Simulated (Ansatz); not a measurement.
Ansatz (an electronic-structure program) input:

Ansatz 0.2 input:
```yaml
crystal:
  periodic: [false, false, false]
  atoms:
    - {symbol: Rb, position_ang: [-0.85856080, -0.73406448, -1.22076015]}
    - {symbol: F, position_ang: [0.89908681, 0.73119340, 1.23757030]}
basis:
  gaussian:
    orbitals: def2-TZVP
hamiltonian:
  xc: b3lyp
  dispersion: d3bj
total_charge: -1
magnetization: {spin_polarized: true, initial_magnetization: 1}
relax: {f_tol: 0.002, max_steps: 150}
```

Question: What final total energy does it print?

Answer: -124.05785 Eh (B3LYP-D3(BJ)/def2-TZVP). The basis has 64 functions.
